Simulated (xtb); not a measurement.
HFSi, charge -1, doublet, from a rough starting geometry (a state made from the parent by changing its charge; the spin is typed, not shown lowest); GFN2-xTB run with xtb.

The xtb input:
```
$ xtb mol.xyz --gfn 2 --chrg -1 --uhf 1 --opt vtight --json

# file mol.xyz
3

Si    -0.05676350    -0.06847789     0.69336401
H     -0.64867445    -0.84790645    -0.30018668
F      0.72082121     0.95538525    -0.41590285
```

It wrote (shortened):

```
   ID    Z sym.   atoms
    1   14 Si     1
    2    1 H      2
    3    9 F      3

           -------------------------------------------------
          |                Calculation Setup                |
           -------------------------------------------------

           -------------------------------------------------
          |                 G F N 2 - x T B                 |
           -------------------------------------------------

          ...................................................
          :                      SETUP                      :
          :.................................................:
          :  # basis functions                  15          :
          :  # atomic orbitals                  14          :
          :  # shells                            6          :
          :  # electrons                        13          :
          :  max. iterations                   250          :
          :  Hamiltonian                  GFN2-xTB          :
          :  restarted?                      false          :
          :  GBSA solvation                  false          :
          :  PC potential                    false          :
          :  electronic temp.          300.0000000     K    :
          :  accuracy                    1.0000000          :
          :  -> integral cutoff          0.2500000E+02      :
          :  -> integral neglect         0.1000000E-07      :
          :  -> SCF convergence          0.1000000E-05 Eh   :
          :  -> wf. convergence          0.1000000E-03 e    :
          :  Broyden damping             0.4000000          :
          :  net charge                         -1          :
          :  unpaired electrons                  1          :
          ...................................................

 iter      E             dE          RMSdq      gap      omega  full diag
   1     -7.0658326 -0.706583E+01  0.114E+01    2.47       0.0  T
   2     -7.0816700 -0.158374E-01  0.839E+00    2.50       1.0  T
   3     -7.0826692 -0.999216E-03  0.300E+00    2.49       1.0  T
   4     -7.0827301 -0.609707E-04  0.750E-01    2.49       1.0  T
   5     -7.0827386 -0.850000E-05  0.836E-02    2.50       1.0  T
   6     -7.0827405 -0.180466E-05  0.376E-02    2.50       1.5  T
   7     -7.0827408 -0.350585E-06  0.223E-02    2.49       2.6  T
   8     -7.0827408 -0.149043E-07  0.309E-03    2.50      18.7  T
   9     -7.0827408 -0.800362E-08  0.335E-04    2.50     172.3  T
[...]
 * total energy  :    -7.0613166 Eh     change       -0.9586110E-11 Eh
 * total energy  :    -7.0652227 Eh     change       -0.3906089E-02 Eh
 * total energy  :    -7.0667982 Eh     change       -0.1575472E-02 Eh
 * total energy  :    -7.0675491 Eh     change       -0.7509062E-03 Eh
 * total energy  :    -7.0677664 Eh     change       -0.2173245E-03 Eh
 * total energy  :    -7.0678168 Eh     change       -0.5042398E-04 Eh
 * total energy  :    -7.0678254 Eh     change       -0.8597154E-05 Eh
 * total energy  :    -7.0678290 Eh     change       -0.3521460E-05 Eh
 * total energy  :    -7.0678395 Eh     change       -0.1058728E-04 Eh
 * total energy  :    -7.0678434 Eh     change       -0.3895790E-05 Eh
 * total energy  :    -7.0678437 Eh     change       -0.2616597E-06 Eh
 * total energy  :    -7.0678437 Eh     change       -0.3636656E-08 Eh
   *** GEOMETRY OPTIMIZATION CONVERGED AFTER 12 ITERATIONS ***
         :: total energy              -7.067843707737 Eh    ::
[...]
         9                          0.1683980               4.5823
        10                          0.2486682               6.7666
        11                          0.2897833               7.8854
        12                          0.3005867               8.1794
        13                          0.5693097              15.4917
        14                          0.8194166              22.2975
      -------------------------------------------------------------
                  HL-Gap            0.0732651 Eh            1.9936 eV
             Fermi-level            0.0343693 Eh            0.9352 eV

     #   Z          covCN         q      C6AA      α(0)
     1  14 Si       1.547    -0.043   210.830    30.933
     2   1 H        0.858    -0.393    47.800    10.831
     3   9 F        0.688    -0.564    15.793     4.692

 Mol. C6AA /au·bohr⁶  :        618.121477
 Mol. C8AA /au·bohr⁸  :      25794.965575
 Mol. α(0) /au        :         46.455567

Wiberg/Mayer (AO) data.
largest (>0.10) Wiberg bond orders for each atom

 ---------------------------------------------------------------------------
     #   Z sym  total        # sym  WBO       # sym  WBO       # sym  WBO
 ---------------------------------------------------------------------------
     1  14 Si   1.555 --     2 H    0.824     3 F    0.731
     2   1 H    0.846 --     1 Si   0.824
     3   9 F    0.752 --     1 Si   0.731
 ---------------------------------------------------------------------------

Topologies differ in total number of bonds
Writing topology from bond orders to xtbtopo.mol

molecular dipole:
                 x           y           z       tot (Debye)
 q only:       -0.293      -0.397       0.673
   full:       -0.409      -0.550      -0.472       2.114
molecular quadrupole (traceless):
                xx          xy          yy          xz          yz          zz
 q only:        0.082      -3.811      -2.053       0.530       0.710       1.971
  q+dip:        1.548      -3.602      -0.475       1.074       1.406      -1.073
   full:        1.848      -2.775       0.286       0.755       0.986      -2.134

optimized geometry written to: xtbopt.xyz

           -------------------------------------------------
          | TOTAL ENERGY               -7.067843707737 Eh   |
          | GRADIENT NORM               0.000000624251 Eh/α |
          | HOMO-LUMO GAP               1.993643622637 eV   |
           -------------------------------------------------

normal termination of xtb
```
